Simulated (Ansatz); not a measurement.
Process, species as SMILES: [AsH2] (AsH2) → [AsH2-] (an electron is taken up)
B3LYP-D3(BJ)/def2-TZVP geometries, fixed; electronic energies without zero-point terms; positive where energy is released.

The adiabatic electron affinity at MP2 with Ansatz (a program for electronic structure), in eV, split into its Hartree-Fock and correlation parts. Cores are frozen (with 3d on Ga to Br). Open shells are unrestricted. No added dispersion term, no relativity. Functions are those of the species that has most. These sets lack the diffuse functions that anions need.

```json
[
 {"basis": "cc-pVDZ", "X": "2", "functions": "37", "Hartree-Fock": "-0.327", "MP2": "0.270"},
 {"basis": "cc-pVTZ", "X": "3", "functions": "71", "Hartree-Fock": "-0.017", "MP2": "0.869"},
 {"basis": "cc-pVQZ", "X": "4", "functions": "128", "Hartree-Fock": "0.089", "MP2": "1.089"},
 {"basis": "cc-pV5Z", "X": "5", "functions": "214", "Hartree-Fock": "0.126", "MP2": "1.177"}
]
```

Worked estimate of the basis-set limit from each neighbouring pair, with Hartree-Fock from the larger set and the correlation part extrapolated as X^-3.
Correlation parts: X = 2: 0.597, X = 3: 0.886, X = 4: 1.000, X = 5: 1.051.
- (2,3): (27·(0.886) - 8·(0.597))/19 = 1.008; with Hartree-Fock -0.017 the estimate is 0.991 eV.
- (3,4): (64·(1.000) - 27·(0.886))/37 = 1.083; with Hartree-Fock 0.089 the estimate is 1.172 eV.
- (4,5): (125·(1.051) - 64·(1.000))/61 = 1.105; with Hartree-Fock 0.126 the estimate is 1.231 eV.
The last two estimates differ by 0.058 eV; the largest set lies 0.054 from the last. Over the last step Hartree-Fock moves by 0.037 and the correlation part by 0.051.
